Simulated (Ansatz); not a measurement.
H2BO, SMILES `[BH-]O` (lower singlet; H–B–O–H torsion 180°) (charge -1, multiplicity 1). This singlet lies 0.67 eV below the relaxed triplet at the level frozen-core CCSD(T)/aug-cc-pVTZ // B3LYP-D3(BJ)/def2-TZVPD (Ansatz, a program for electronic structure).

The numbers are results of r2SCAN/aug-cc-pVTZ // B3LYP-D3(BJ)/def2-TZVPD run with Ansatz, not measurements.

Ansatz 0.2 input:
```yaml
crystal:
  periodic: [false, false, false]
  atoms:
    - { symbol: B, position_ang: [0.51133, 0.18669, -0.422776] }
    - { symbol: O, position_ang: [-0.624621, -0.147751, 0.341187] }
    - { symbol: H, position_ang: [1.497352, -0.140369, 0.264561] }
    - { symbol: H, position_ang: [-1.384062, 0.10143, -0.182972] }
basis:
  gaussian: { orbitals: aug-cc-pVTZ }
hamiltonian:
  xc: r2scan
total_charge: -1
```

Output:

```
Functional definition: r2SCAN
582 factors; their error is unknown
mean field evaluation 1: about -2750.7422 eV, gradient 3.5e1 eV
mean field evaluation 2: about -2734.7160 eV, gradient 7.2e1 eV
mean field evaluation 4: about -2753.5441 eV, gradient 1.3e1 eV
mean field evaluation 8: about -2754.2748 eV, gradient 6.9e-2 eV
mean field evaluation 16: about -2754.2638 eV, gradient 1.3e-4 eV
mean field -2754.26378637 eV, -101.2173272421 hartree, gradient 3.9e-5 eV, S^2 0.000000; 1 other end points of the search recorded, 0 dependent functions left out
reference -2754.26380309 eV, -101.2173278564 hartree; 8, 8 occupied and 130, 130 virtual orbitals, 582 factors
Total energy: -2754.26380309 eV, -101.2173278564 hartree
```
